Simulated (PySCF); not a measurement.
**Correlation energy of Ni (nickel, neutral)**

[Ar] 3d8 4s2, high-spin 3F determinant. Calculation: PySCF 2.14, in cc-pVTZ (7s6p4d2f1g, 68 functions); no relativity, point nucleus. Frozen: [Ar]; 10 electrons correlated.

MP2 pair energies summed by pair of shells (mhartree):

```
 pair   energy  share (%)
3d-3d  -263.78       81.5
3d-4s   -37.78       11.7
4s-4s   -22.26        6.9
```

Total MP2 correlation energy: -323.82 mhartree.

Same-spin part -115.94 and opposite-spin part -207.88 mhartree; SCS-MP2 scales them by 1/3 and 6/5 to -288.10 mhartree.
